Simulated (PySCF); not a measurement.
Correlation energy of N (nitrogen, neutral)

[He] 2s2 2p3, high-spin 4S determinant. All numbers are calculated (PySCF 2.14, no relativity, point nucleus, in def2-TZVP). Frozen: 1s2; 5 electrons correlated.

MP2 pair energies summed by pair of shells (mhartree):

```
 pair  energy  share (%)
2s-2p  -61.30       64.6
2p-2p  -23.03       24.3
2s-2s  -10.53       11.1
```

Total MP2 correlation energy: -94.87 mhartree.

Same-spin part -28.89 and opposite-spin part -65.98 mhartree; SCS-MP2 scales them by 1/3 and 6/5 to -88.80 mhartree.

```
  level  correlation energy (mhartree)
   CCSD                        -110.93
    (T)                          -2.26
CCSD(T)                        -113.19
```

Diagnostics: T1 = 0.0063, D1 = 0.0135, largest double amplitude 0.039.

Problem. Is a single reference adequate?

Solution. Yes: T1 lies below 0.03 and no double amplitude reaches 0.07.
